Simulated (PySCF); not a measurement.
Electron correlation in O (oxygen, neutral)

[He] 2s1 2p5, high-spin 3P determinant (an excited configuration). All numbers are calculated (PySCF 2.14, the non-relativistic Hamiltonian (point nucleus), in aug-cc-pV5Z (7s6p5d4f3g2h, 127 functions)). Frozen: 1s2; 6 electrons correlated.

MP2 pair energies summed by pair of shells (mhartree):

```tsv
pair	energy	share (%)
2p-2p	-165.83	84.7
2s-2p	-30.05	15.3
```

Total MP2 correlation energy: -195.89 mhartree.

Same-spin part -43.26 and opposite-spin part -152.63 mhartree; SCS-MP2 scales them by 1/3 and 6/5 to -197.58 mhartree.
